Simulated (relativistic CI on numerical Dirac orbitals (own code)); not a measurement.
## Tb³⁸⁺: q coefficients and field-shift factors

Method of calculation: Dirac-Coulomb-Breit CI, KLI orbitals optimised for each configuration, derivatives by finite differences, unscaled Slater integrals, QED left out (own radial code, finite nucleus).

CI space (outside the closed core [Ne]): 3s²3p⁶3d⁹, 3s²3p⁵3d¹⁰, 3s3p⁶3d¹⁰, 3s²3p⁶3d⁸4s, 3s²3p⁶3d⁸4p, 3s²3p⁶3d⁸4d, 3s²3p⁴3d¹⁰4s, 3s²3p⁴3d¹⁰4p. Levels of other configurations are missing.

With x = (α/α₀)² − 1 an excitation energy changes as ω = ω₀ + qx; K = 2q/ω₀ is the relative enhancement. Terms are leading LS components, so labels can repeat. The field-shift factor is F = δν/δ⟨r²⟩ for the transition from the lowest level.

Lowest level 3s²3p⁶3d⁹ ²D5/2.

| Level | ω₀ (cm⁻¹) | q (cm⁻¹) | F (GHz/fm²) |
| --- | --- | --- | --- |
| 3s²3p⁶3d⁹ ²D3/2 | 282577 | 284100 | 4.67 |
| 3s²3p⁵3d¹⁰ ²P°3/2 | 2868378 | 368100 | 17.5 |
| 3s²3p⁵3d¹⁰ ²P°1/2 | 4180680 | 1.895e+06 | -95 |
| 3s3p⁶3d¹⁰ ²S1/2 | 5756592 | 2.111e+06 | -2670 |
| 3s²3p⁶3d⁸4s ⁴F9/2 | 8990726 | -837100 | 955 |
| 3s²3p⁶3d⁸4s ²F7/2 | 9011147 | -835400 | 953 |
| 3s²3p⁶3d⁸4s ²D5/2 | 9058279 | -837600 | 955 |
| 3s²3p⁶3d⁸4s ²D3/2 | 9066912 | -834000 | 954 |
| 3s²3p⁶3d⁸4s ⁴P1/2 | 9184793 | -814100 | 955 |
| 3s²3p⁶3d⁸4s ⁴F7/2 | 9267912 | -553300 | 959 |
| 3s²3p⁶3d⁸4s ⁴F5/2 | 9272318 | -551200 | 959 |
| 3s²3p⁶3d⁸4s ⁴P5/2 | 9330962 | -548500 | 959 |
| 3s²3p⁶3d⁸4s ⁴F3/2 | 9335094 | -546200 | 959 |

At this charge energies of transitions that change n are usually good to better than 1 %, and those within a shell (Δn = 0) to a few per cent.

(1) Which transition from the lowest level has the largest |K|?

Results:

(1) 3s²3p⁶3d⁹ ²D3/2 at 282577 cm⁻¹, K = 2.01.
